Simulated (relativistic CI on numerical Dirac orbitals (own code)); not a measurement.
Line list: Electric-dipole lines, Hf¹²⁺

Computed by Dirac-Coulomb-Breit CI, orbitals from a KLI potential per configuration, model QED, unscaled Slater integrals (own radial code, finite nucleus).

CI space (outside the closed core [Kr]): 4d¹⁰4f¹²5s², 4d¹⁰4f¹¹5s²5p, 4d¹⁰4f¹²5s5p, 4d¹⁰4f¹⁴, 4d¹⁰4f¹³5s, 4d¹⁰4f¹¹5s5p², 4d¹⁰4f¹³5p, 4d¹⁰4f¹²5s5d, 4d¹⁰4f¹¹5s²5d, 4d¹⁰4f¹⁰5s²5p6s, 4d¹⁰4f¹²5s5f, 4d¹⁰4f¹³5d, 4d¹⁰4f¹²5p5d, 4d¹⁰4f¹¹5s²6s, 4d¹⁰4f¹²5s5g, 4d¹⁰4f¹³6s, 4d¹⁰4f¹¹5s²6p, 4d⁹4f¹³5s², 4d¹⁰4f¹¹5s²5f, 4d¹⁰4f¹²5p6s, 4d¹⁰4f¹²5s6s, 4d¹⁰4f¹³5f, 4d¹⁰4f¹¹5s²6d, 4d¹⁰4f¹²5s6p, 4d¹⁰4f¹¹5s²7s, 4d¹⁰4f¹³5g, 4d¹⁰4f¹¹5s6s², 4d¹⁰4f¹²5s7s, 4d¹⁰4f¹¹5s²8s. Double excitations out of closed p, d and f shells are left out; levels of such configurations are missing from the list, as are those of other unlisted configurations, and high levels can miss mixing partners.

| λ vac (Å) | Lower | Upper | A (s⁻¹) | E lower (eV) | E upper (eV) |
| --- | --- | --- | --- | --- | --- |
| 322.36 | 4d¹⁰4f¹²5s² ³H6 [1] | 4d¹⁰4f¹²5s5p ³I°7 [379] | 4.49e+08 | 0.0000 | 38.4619 |
| 324.80 | 4d¹⁰4f¹¹5s²5p ⁵H7 [2] | 4d¹⁰4f¹²5s5p ⁵G°6 [376] | 7.44e+08 | 0.1707 | 38.3432 |
| 324.99 | 4d¹⁰4f¹¹5s²5p ⁵H7 [2] | 4d¹⁰4f¹¹5s5p² ⁵I°8 [375] | 6.35e+08 | 0.1707 | 38.3210 |
| 397.65 | 4d¹⁰4f¹¹5s²5p ⁵H7 [2] | 4d¹⁰4f¹¹5s5p² ³I°7 [283] | 3.98e+08 | 0.1707 | 31.3498 |
| 403.67 | 4d¹⁰4f¹¹5s²5p ⁵K7 [7] | 4d¹⁰4f¹¹5s5p² ⁷F°6 [302] | 4.92e+08 | 2.2126 | 32.9267 |
| 407.21 | 4d¹⁰4f¹¹5s²5p ³K8 [3] | 4d¹⁰4f¹¹5s5p² ³I°7 [283] | 1.36e+09 | 0.9029 | 31.3498 |
| 421.86 | 4d¹⁰4f¹¹5s²5p ⁵H6 [6] | 4d¹⁰4f¹¹5s5p² ³I°7 [283] | 6.70e+08 | 1.9601 | 31.3498 |
| 423.30 | 4d¹⁰4f¹²5s² ³H6 [1] | 4d¹⁰4f¹²5s5p ¹I°6 [265] | 2.38e+08 | 0.0000 | 29.2901 |
| 425.52 | 4d¹⁰4f¹¹5s²5p ⁵K7 [7] | 4d¹⁰4f¹¹5s5p² ³I°7 [283] | 4.06e+08 | 2.2126 | 31.3498 |
| 436.34 | 4d¹⁰4f¹¹5s²5p ⁵H7 [2] | 4d¹⁰4f¹¹5s5p² ⁷I°7 [258] | 2.84e+08 | 0.1707 | 28.5855 |
| 437.43 | 4d¹⁰4f¹¹5s²5p ³L7 [42] | 4d¹⁰4f¹¹5s5p² ⁵L°6 [334] | 1.65e+09 | 7.2302 | 35.5738 |
| 437.77 | 4d¹⁰4f¹¹5s²5p ³M9 [60] | 4d¹⁰4f¹¹5s5p² ⁵L°8 [359] | 1.50e+09 | 9.1276 | 37.4495 |
| 438.48 | 4d¹⁰4f¹¹5s²5p ³L8 [32] | 4d¹⁰4f¹¹5s5p² ⁵K°7 [321] | 1.35e+09 | 6.2868 | 34.5628 |
| 440.47 | 4d¹⁰4f¹¹5s²5p ³H6 [21] | 4d¹⁰4f¹¹5s5p² ⁵G°5 [301] | 9.60e+08 | 4.7178 | 32.8657 |
| 442.32 | 4d¹⁰4f¹²5s² ³F2 [12] | 4d¹⁰4f¹²5s5p ³G°3 [282] | 1.08e+09 | 2.9752 | 31.0058 |
| 443.29 | 4d¹⁰4f¹¹5s²5p ³I7 [31] | 4d¹⁰4f¹¹5s5p² ⁵K°8 [315] | 1.47e+09 | 6.1764 | 34.1453 |
| 444.58 | 4d¹⁰4f¹²5s² ³F3 [10] | 4d¹⁰4f¹²5s5p ³G°4 [279] | 1.13e+09 | 2.8199 | 30.7081 |
| 445.34 | 4d¹⁰4f¹¹5s²5p ³K8 [61] | 4d¹⁰4f¹¹5s5p² ⁵L°9 [353] | 1.61e+09 | 9.1672 | 37.0077 |
| 446.89 | 4d¹⁰4f¹²5s² ³H4 [8] | 4d¹⁰4f¹²5s5p ³H°4 [275] | 7.18e+08 | 2.3949 | 30.1390 |
| 447.17 | 4d¹⁰4f¹²5s² ³H5 [5] | 4d¹⁰4f¹²5s5p ¹I°6 [265] | 1.55e+09 | 1.5637 | 29.2901 |
| 447.88 | 4d¹⁰4f¹¹5s²5p ³K8 [3] | 4d¹⁰4f¹¹5s5p² ⁷I°7 [258] | 6.81e+08 | 0.9029 | 28.5855 |
| 448.04 | 4d¹⁰4f¹²5s² ³H4 [8] | 4d¹⁰4f¹²5s5p ³H°5 [272] | 1.40e+09 | 2.3949 | 30.0673 |
| 448.26 | 4d¹⁰4f¹¹5s²5p ⁵H6 [6] | 4d¹⁰4f¹¹5s5p² ⁷I°6 [269] | 3.85e+08 | 1.9601 | 29.6191 |
| 449.25 | 4d¹⁰4f¹²5s² ¹G4 [16] | 4d¹⁰4f¹²5s5p ³I°5 [286] | 1.03e+09 | 3.9417 | 31.5395 |
| 450.17 | 4d¹⁰4f¹¹5s²5p ³H5 [9] | 4d¹⁰4f¹¹5s5p² ⁷K°5 [276] | 4.54e+08 | 2.7274 | 30.2692 |
| 451.26 | 4d¹⁰4f¹¹5s²5p ⁵K5 [14] | 4d¹⁰4f¹¹5s5p² ⁷K°4 [280] | 1.10e+09 | 3.2953 | 30.7702 |
| 452.00 | 4d¹⁰4f¹²5s² ¹I6 [37] | 4d¹⁰4f¹²5s5p ³K°7 [314] | 1.89e+09 | 6.6425 | 34.0728 |
| 452.39 | 4d¹⁰4f¹¹5s²5p ⁵K7 [7] | 4d¹⁰4f¹¹5s5p² ⁷I°6 [269] | 7.46e+08 | 2.2126 | 29.6191 |
| 452.91 | 4d¹⁰4f¹¹5s²5p ⁵H7 [2] | 4d¹⁰4f¹¹5s5p² ⁷H°8 [248] | 1.31e+09 | 0.1707 | 27.5459 |
| 454.05 | 4d¹⁰4f¹¹5s²5p ⁵K6 [11] | 4d¹⁰4f¹¹5s5p² ⁷K°5 [276] | 8.32e+08 | 2.9627 | 30.2692 |
| 454.26 | 4d¹⁰4f¹²5s² ³F4 [4] | 4d¹⁰4f¹²5s5p ⁵G°5 [255] | 9.60e+08 | 1.0841 | 28.3775 |
| 454.65 | 4d¹⁰4f¹²5s² ³H5 [5] | 4d¹⁰4f¹²5s5p ³G°5 [263] | 5.30e+08 | 1.5637 | 28.8341 |
| 457.38 | 4d¹⁰4f¹²5s² ³F3 [10] | 4d¹⁰4f¹²5s5p ⁵G°3 [270] | 7.95e+08 | 2.8199 | 29.9274 |
| 459.98 | 4d¹⁰4f¹²5s² ³H6 [1] | 4d¹⁰4f¹²5s5p ⁵I°7 [240] | 1.72e+09 | 0.0000 | 26.9543 |
| 461.05 | 4d¹⁰4f¹¹5s²5p ³H5 [9] | 4d¹⁰4f¹¹5s5p² ⁷I°6 [269] | 4.27e+08 | 2.7274 | 29.6191 |
| 462.39 | 4d¹⁰4f¹²5s² ³H5 [5] | 4d¹⁰4f¹²5s5p ⁵G°5 [255] | 3.28e+08 | 1.5637 | 28.3775 |
| 462.53 | 4d¹⁰4f¹²5s² ³F4 [4] | 4d¹⁰4f¹²5s5p ⁵G°4 [250] | 9.78e+08 | 1.0841 | 27.8897 |
| 462.96 | 4d¹⁰4f¹²5s² ³H6 [1] | 4d¹⁰4f¹²5s5p ⁵I°6 [239] | 8.13e+08 | 0.0000 | 26.7810 |
| 465.35 | 4d¹⁰4f¹¹5s²5p ³K8 [3] | 4d¹⁰4f¹¹5s5p² ⁷H°8 [248] | 6.06e+08 | 0.9029 | 27.5459 |
| 465.66 | 4d¹⁰4f¹¹5s²5p ⁵H6 [6] | 4d¹⁰4f¹¹5s5p² ⁷I°7 [258] | 5.67e+08 | 1.9601 | 28.5855 |
| 467.50 | 4d¹⁰4f¹²5s² ¹I6 [37] | 4d¹⁰4f¹²5s5p ³H°6 [305] | 9.88e+08 | 6.6425 | 33.1634 |
| 470.12 | 4d¹⁰4f¹¹5s²5p ⁵K7 [7] | 4d¹⁰4f¹¹5s5p² ⁷I°7 [258] | 2.91e+08 | 2.2126 | 28.5855 |
| 470.26 | 4d¹⁰4f¹¹5s²5p ⁵K9 [83] | 4d¹⁰4f¹¹5s5p² ⁷K°10 [385] | 1.38e+09 | 12.3965 | 38.7615 |
| 473.40 | 4d¹⁰4f¹²5s² ³F4 [4] | 4d¹⁰4f¹²5s5p ⁵I°5 [245] | 4.62e+08 | 1.0841 | 27.2742 |
| 505.61 | 4d¹⁰4f¹²5s² ³H6 [1] | 4d¹⁰4f¹²5s5p ⁵G°6 [220] | 1.71e+08 | 0.0000 | 24.5216 |

Terms are leading LS components. Brackets give the number of a level in order of energy, since labels repeat. The list gives strong lines, with weight on those to low levels, without lines whose two gauges differ by over a factor of 2.5, among the lowest 400 of 6558 levels, so that lines to higher ones, which can be the strongest, are missing. Levels whose partners in the same complex of configurations lie outside the list can be far off, and so can their lines. Rates are taken at the computed energies, electric ones in the length gauge.

At this charge transitions that keep the count of f electrons are usually good to a few per cent. Terms inside the open d or f shell come out 10 to 20 % too wide with unscaled integrals. Levels and lines within the n = 5 or 6 shells can be off by up to 10 % or somewhat more, and those that change n by about 2 %, since core polarisation is missing. Levels that differ in their count of f electrons can be misplaced by several ten thousand cm⁻¹, since the correlation energy of f electrons is missing or only estimated; rates across such gaps can be off by orders of magnitude.

LS names give the leading component of a level, which can be under half, so a name can repeat, a term be missing and a line seem to break the LS rules.
